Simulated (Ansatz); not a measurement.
Geometry optimisation, RKS PBE0-D4/def2-SVP (Ansatz).

Input file:

```yaml
crystal:
  periodic: [false, false, false]
  atoms:
    - { symbol: "N", position_ang: [-0.7964, 1.1434, 1.5407] }
    - { symbol: C, position_ang: [-0.6691, 0.2274, 0.5683] }
    - { symbol: C, position_ang: [0.4595, -0.0828, -0.0356] }
    - { symbol: C, position_ang: [0.7106, -1.1459, -1.0511] }
    - { symbol: Br, position_ang: [1.2471, -0.3446, -2.7199] }
    - { symbol: H, position_ang: [-0.0902, 1.8847, 1.5811] }
    - { symbol: H, position_ang: [-1.7337, 1.6346, 1.5035] }
    - { symbol: H, position_ang: [-1.5482, -0.2746, 0.3063] }
    - { symbol: H, position_ang: [1.4036, 0.4568, 0.3093] }
    - { symbol: H, position_ang: [-0.2999, -1.6677, -1.251] }
    - { symbol: H, position_ang: [1.3821, -1.8882, -0.7311] }
basis:
  gaussian: { orbitals: def2-SVP }
hamiltonian:
  xc: pbe0
  dispersion: d4
relax:
  f_tol: 0.02
  max_steps: 50
```

Command:

```bash
$ ansatz run input.yaml --threads 2 --pin off --max-ram 3072MiB --backend cpu --events-out ev --progress --plain --runs-dir out
```

Q: Where does it end, and by what steps?

A: The forces met the threshold. After 8 steps the energy has fallen by 0.450 eV; Br5 moved furthest, 0.20 Å.

```
step  energy less start (eV)  largest force component (eV/Å)  accepted
   0                  0.0000                           4.010       yes
   1                 -0.3764                           1.036       yes
   2                 -0.4294                           0.349       yes
   3                 -0.4364                           0.228       yes
   4                 -0.4357                           0.559        no
   5                 -0.4472                           0.096       yes
   6                 -0.4493                           0.058       yes
   7                 -0.4496                           0.030       yes
   8                 -0.4497                           0.007       yes
```

```xyz
11
Properties=species:S:1:pos:R:3
N -0.868 1.215 1.492
C -0.646 0.293 0.507
C 0.548 -0.096 0.016
C 0.673 -1.148 -1.002
Br 1.102 -0.432 -2.818
H -0.108 1.834 1.741
H -1.786 1.633 1.549
H -1.557 -0.193 0.137
H 1.466 0.396 0.356
H -0.256 -1.714 -1.144
H 1.499 -1.845 -0.816
```

Whether the end is a true minimum wasn't checked by a vibrational analysis.

Time of the run: 19 s on 2 threads of Intel(R) Xeon(R) 6975P-C (Granite Rapids), with other jobs on the host, peak memory 0.32 GiB.
